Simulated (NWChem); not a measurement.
GeNH$_{2}$I, singlet; SMILES [I][Ge][NH2]

```xyz
5

Ge     0.4138     1.4056     0.0000
I      0.0001    -1.1784     0.0000
N     -1.3519     1.9030     0.0000
H     -2.1544     1.2647     0.0000
H     -1.6307     2.8897     0.0000
```
Atoms are numbered in this order, from 1.

Computed with NWChem. Low-valent species are run as closed-shell singlets; no triplet was tried in these runs. The geometry was optimised at PBE-D3(BJ)/def2-SVP. def2 effective core potentials on I; no spin-orbit coupling.

For level PBE/STO-3G (all-electron, non-relativistic):

```
Property                     Value
---------------------------  -----
highest occupied level (eV)  -1.02
orbital gap (eV)              1.30
dipole (D)                    3.73
```

Question: Estimate the same quantities for level PBE/def2-SVP (core potentials).

Answer: The highest occupied level (eV) is -5.88 and the orbital gap (eV) is 3.22. The dipole (D) is 3.24.
